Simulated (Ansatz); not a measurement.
Consider the ligand exchange at a Ge–C bond: `[NH2][GeH2][CH2]O` + `[NH2][GeH2][NH2]` → `[NH2][GeH2][NH][GeH2][NH2]` + CH₃OH.

Program: Ansatz. Geometries: PBE0-D4/def2-TZVP. ΔE: electronic, gas phase. CBS: MP2 limit from def2 TZ/QZ plus the TZ coupled-cluster correction, frozen cores. This one scheme is used for every species. Functionals use def2-TZVPP. For Ge outer-core shells are correlated without core-valence functions, which leaves a few kJ/mol of doubt a bond. Scalar relativity is left out up to krypton. One conformer a species, not always the lowest.

| level | ΔE (eV) |
| --- | --- |
| r2SCAN-D4 | -0.39 |
| r2SCAN | -0.37 |
| MP2/def2-TZVPP | -0.50 |
| SCS-MP2/def2-TZVPP | -0.53 |

Task: What does CCSD(T)/CBS give? (Estimate.)

Result: Ansatz gave: -0.45 eV. The listed levels differ from it by 0.06, 0.08, -0.05, -0.08 eV.

Largest T1 diagnostic among the species: 0.011.

From PBE to PBE0 (25 % exact exchange), in def2-TZVPP and without D4, ΔE moves by −0.07 eV. The D4 term adds −0.07 eV with B3LYP and −0.04 eV with PBE0; it sums over pairs of atoms, weighted by their polarisabilities, and B3LYP, whose exchange is more repulsive, gets the larger term. In def2-TZVPP, CCSD(T) changes the Hartree–Fock value by +0.14 eV (the triples alone add +0.01 eV) and MP2 by +0.12 eV.

B3LYP here is the variant with VWN-RPA as its local correlation; programs differ in this.
